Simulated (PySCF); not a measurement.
The vertical singlet excitations below were computed for one of the candidates. Method: TDDFT CAM-B3LYP/def2-SVPD, vertical, gas phase, core orbitals frozen in the response (PySCF 2.14.0, density-fitted response routines). Geometries: PBE0-D3(BJ)/def2-SVP, one conformer each.

| state | E (eV) | λ (nm) | f |
| --- | --- | --- | --- |
| S1 | 5.84 | 212.2 | 0.016 |
| S2 | 6.33 | 195.9 | 0.024 |
| S3 | 6.80 | 182.2 | 0.034 |
| S4 | 7.06 | 175.7 | 0.015 |
| S5 | 7.35 | 168.7 | 0.034 |
| S6 | 7.58 | 163.5 | 0.017 |
| S7 | 7.67 | 161.7 | 0.016 |
| S8 | 7.90 | 156.9 | 0.046 |
| S9 | 8.05 | 154.1 | 0.058 |
| S10 | 8.45 | 146.8 | 0.040 |

Orbital energies (eV): HOMO-3 -11.13, HOMO-2 -10.53, HOMO-1 -10.42, HOMO -7.58, LUMO 1.26, LUMO+1 1.59, LUMO+2 2.09.

Question: Which structure fits?
A. `Cc1cnoc1`
B. `C[SiH2]N(C)C`
C. `N#C[C@H]1CCO1`
D. `C[C@H](C#N)C=O`

Answer: B. Its S1 lies at 5.84 eV; the nearest of the others has S1 at 6.39 eV. S1 is HOMO→LUMO (71%), HOMO→LUMO+1 (20%). Löwdin shares by element: HOMO nitrogen 54%, carbon 17% or more, silicon 8% (atoms not listed hold the other 21%); LUMO carbon 32%, silicon 24% (atoms not listed hold the other 44%). At the same level the other candidates give, for their lowest levels:
- `Cc1cnoc1`: 6.39 eV (f 0.096); 6.53 eV (f 0.006); 7.17 eV (f 0.003); 7.28 eV (f 0.021); 7.94 eV (f 0.005); T1 4.26 eV; HOMO -8.85, LUMO 0.69 eV
- `C[C@H](C#N)C=O`: 4.28 eV (f 0.000); 7.30 eV (f 0.004); 7.56 eV (f 0.010); 7.69 eV (f 0.009); 7.95 eV (f 0.006); T1 3.67 eV; HOMO -9.76, LUMO -0.51 eV
- `N#C[C@H]1CCO1`: 6.75 eV (f 0.004); 7.20 eV (f 0.001); 7.48 eV (f 0.013); 7.76 eV (f 0.005); 7.98 eV (f 0.005); T1 6.04 eV; HOMO -9.73, LUMO 0.79 eV

The values belong to the conformer `[CH3:1][SiH2:2][N:3]([CH3:4])[CH3:5]`: C1–Si2–N3–C4 -46°.
Triplets come from the Tamm–Dancoff approximation.
